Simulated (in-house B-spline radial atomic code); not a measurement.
Ga⁺. Computed with a B-spline radial atomic code. Model: non-relativistic spherical atom: semilocal Troullier-Martins pseudo-atom, one channel per l, against all electrons, high spin, G0W0 and RPA with empty states to l = 8, local potential for every l without a channel, a model core (radius 0 = none) keeps its share of the functional.

What the tables leave out is listed at the end.

The pseudopotential gives back the lowest level of each angular momentum of its own functional in the configuration it was made in; a second state of the same l is only approximately right. Exact exchange, RPA and GW see the smooth pseudo-orbitals and miss the exchange with the core, for which the functional's share stands in. The column with an uncorrelated core keeps all orbitals and exact exchange, and so separates missing core correlation from pseudisation. Only the three outermost levels and the lowest empty one were computed. RPA here is direct RPA, with no exchange kernel, and its energies carry an (l + 1/2)⁻⁴ tail. A hybrid on a potential with a model core restores only its own semilocal share of the core's exchange.

Command:
```bash
python run_psgw.py task.json out
```
Settings (lengths in bohr, energies in hartree):
```
Z                      31
electrons              30
configuration          [Ar] 3d10 4s2
generated_in           [Ar] 3d10 4s2 4p1
functional             pbe,pbe
core_shells            5
radius_factor          0.9
core_correction        False
ion_configuration      [Ar] 3d10 4s1
```

Cost of the run: 64 s on 1 thread of Arm Neoverse N1, on a shared host.

Given: made with PBE; model core radius 0 bohr; local radius 1.564 bohr; mean-field start PBE.

Valence shells of the generating configuration: 3d, 4s, 4p.

Channel: s 1.726, p 2.283, d 1.437 (radii in bohr).

Computed: largest level miss in the spin-unpolarised generating configuration 0 eV; valence RPA correlation energy all-electron orbitals -0.78181 hartree; valence RPA correlation energy pseudo -1.0188 hartree; ionisation by mean-field all-electron 20.427 eV; ionisation by mean-field pseudo minus all -0.055 eV; ionisation by RPA all-electron 20.593 eV; ionisation by RPA pseudo minus all 0.787 eV.

```json
{"level": "4s", "occupied": "1", "mean-field all-electron (eV)": "-16.039", "mean-field pseudo minus all (eV)": "0.004", "G0W0 all-electron (eV)": "-20.482", "G0W0 uncorrelated core minus all (eV)": "-0.045", "G0W0 pseudo minus all (eV)": "-0.388", "exchange self-energy all-electron (eV)": "-14.318", "exchange self-energy pseudo (eV)": "-12.863"}
{"level": "4p (empty)", "occupied": "0", "mean-field all-electron (eV)": "-9.0913", "mean-field pseudo minus all (eV)": "0.002", "G0W0 all-electron (eV)": "-6.162", "G0W0 uncorrelated core minus all (eV)": "-0.029", "G0W0 pseudo minus all (eV)": "-0.167", "exchange self-energy all-electron (eV)": "-3.9288", "exchange self-energy pseudo (eV)": "-3.3392"}
```

(1) What is the all-electron RPA polarisability, core included?

(2) What is the pseudo-atom RPA polarisability?

Given: mean-field start PBE0.

Computed: valence RPA correlation energy all-electron orbitals -0.73897 hartree; all-electron RPA polarisability, core included 13.449 bohr³; pseudo-atom RPA polarisability 13.189 bohr³; ionisation by mean-field all-electron 20.095 eV; ionisation by RPA all-electron 20.417 eV; ionisation by RPA pseudo minus all 0.79 eV.

```tsv
level	occupied	mean-field all-electron (eV)	mean-field pseudo minus all (eV)	G0W0 all-electron (eV)	G0W0 uncorrelated core minus all (eV)	G0W0 pseudo minus all (eV)	exchange self-energy all-electron (eV)	exchange self-energy pseudo (eV)
4s	1	-16.922	-0.167	-20.399	-0.039	-0.545	-14.087	-12.888
3d	1	-31.403	1.474	-37.068	-0.291	5.163	-57.677	-36.779
4p (empty)	0	-8.2048	-0.138	-6.1214	-0.024	-0.164	-3.6334	-3.2557
```

(3) What is the ionisation by mean-field pseudo minus all?

(4) What is the valence RPA correlation energy pseudo?

Given: mean-field start Hartree-Fock.

Computed: valence RPA correlation energy pseudo -0.90597 hartree; all-electron RPA polarisability, core included 11.323 bohr³; pseudo-atom RPA polarisability 10.6 bohr³; ionisation by mean-field all-electron 18.449 eV; ionisation by mean-field pseudo minus all 0.633 eV; ionisation by RPA all-electron 19.993 eV.

```
     level  occupied  mean-field all-electron (eV)  mean-field pseudo minus all (eV)  G0W0 all-electron (eV)  G0W0 uncorrelated core minus all (eV)  G0W0 pseudo minus all (eV)  exchange self-energy all-electron (eV)  exchange self-energy pseudo (eV)
        4s         1                       -18.723                             -0.66                 -20.129                                 -0.023                      -0.929                                 -13.278                           -12.784
        3d         1                       -40.684                             6.073                 -38.202                                 -0.386                       3.951                                  -58.21                           -36.329
4p (empty)         0                        -5.304                            -0.352                 -6.0565                                 -0.012                      -0.237                                 -2.6072                           -2.7426
```

(5) What is the valence RPA correlation energy all-electron orbitals?

(6) What is the ionisation by RPA pseudo minus all?

Results:

(1) 14.799 bohr³.

(2) 14.79 bohr³.

(3) 0.16 eV.

(4) -0.98678 hartree.

(5) -0.64117 hartree.

(6) 0.839 eV.

Among the listed levels the largest G0W0 shift of the pseudo-atom is +5.16 eV, for 3d on the PBE0 start, while leaving the core uncorrelated moves that level by -0.29 eV. So pseudisation and the lost core exchange, not the missing core correlation, make the error. Not in the tables (levels of low weight, unsolved or above zero; the highest and the empty levels are kept at any weight): on PBE the G0W0 levels 3d (pseudo minus all +5.10 eV, weights 0.74 and 0.66).
